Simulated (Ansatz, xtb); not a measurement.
# Two isomers of C5H7NS2

Structure a is `CCSc1cscn1`, a singlet and structure b is `SCCc1cncs1`, a singlet. Both are isolated molecules in the gas phase, relaxed with B3LYP-D3(BJ)/def2-SVP; the shapes shown needn't be the lowest conformers.

a (Å):

```
atom    x (Å)    y (Å)    z (Å)
   C  -2.8344   1.3165   0.9675
   C  -2.3363   1.3368  -0.4704
   C   0.3568   1.7004   0.0728
   C   1.4968   2.3414   0.5057
   C   1.4221  -0.0568   0.8789
   N   0.3312   0.3442   0.2964
   S  -0.9649   2.5149  -0.7747
   S   2.5906   1.1912   1.1972
   H  -3.1569   2.3171   1.2937
   H  -3.6894   0.6265   1.0644
   H  -2.0429   0.9676   1.6470
   H  -3.1200   1.6696  -1.1685
   H  -1.9908   0.3441  -0.7899
   H   1.7341   3.4016   0.4567
   H   1.6213  -1.0940   1.1573
```

b (Å):

```xyz
15

C    -0.5155    2.1358   -1.4688
C     0.1034    0.7806   -1.0916
C    -0.3831    0.2467    0.2195
C     0.2636    0.2266    1.4316
C    -1.6449   -0.6138    2.1329
N    -0.4502   -0.2616    2.4965
S    -0.0835    3.5052   -0.3331
S    -1.9977   -0.3769    0.4372
H    -0.6657    2.9745    0.7670
H    -0.1392    2.4584   -2.4514
H    -1.6106    2.0537   -1.5486
H    -0.1139    0.0605   -1.8998
H     1.1978    0.8860   -1.0367
H     1.2881    0.5745    1.5768
H    -2.3986   -1.0350    2.8020
```

**Question.** Which of the two would you expect CCSD(T)/def2-SVP + ΔMP2/def2-TZVPP electronic energies to favour?

**Answer.** Too close to call at this level: CCSD(T)/def2-SVP + ΔMP2/def2-TZVPP gives E(b) − E(a) = −0.85 kcal/mol.

How the difference moves with the method:

```csv
level,geometry,E(b) − E(a) (kcal/mol),departure from the last row (kcal/mol),"job, with rough time for the two"
GFN2-xTB,GFN2-xTB,−0.49,+0.36,"optimisation, 0.18 s"
HF/STO-3G,GFN2-xTB,+8.87,+9.71,"single point, 0.52 s"
r2SCAN-D4/def2-SVP,GFN2-xTB,−0.79,+0.06,"single point, 5 s"
B3LYP-D3(BJ)/def2-SVP,B3LYP-D3(BJ)/def2-SVP,−1.55,−0.71,"optimisation, 80 s"
HF/def2-SVP,B3LYP-D3(BJ)/def2-SVP,−3.90,−3.05,part of the CCSD(T) run
MP2/def2-SVP,B3LYP-D3(BJ)/def2-SVP,−2.26,−1.42,part of the CCSD(T) run
CCSD(T)/def2-SVP,B3LYP-D3(BJ)/def2-SVP,−2.78,−1.93,single point
CCSD(T)/def2-SVP + ΔMP2/def2-TZVPP,B3LYP-D3(BJ)/def2-SVP,−0.85,,"single point, 1.9 min"
```

As drawn, b has 1 C–C, 1 S–H in place of 1 C–S, 1 C–H.

The largest departure from CCSD(T)/def2-SVP + ΔMP2/def2-TZVPP is that of HF/STO-3G, 9.71 kcal/mol. The last row adds to CCSD(T) the change of the MP2 difference between the two basis sets, here +1.93 kcal/mol.

With thermal terms from frequencies at re-optimised GFN2-xTB minima (ideal gas, soft modes damped towards free rotors, one conformer each, 298.15 K, 1 atm): the zero-point term adds −1.23 kcal/mol; ΔH is −2.20 and ΔG −2.05 kcal/mol.

The correlated steps freeze 16 core orbitals. Codes used: Ansatz 0.2.0, xtb 6.7.1; the last row on 4 threads of Arm Neoverse V1 on a shared host.
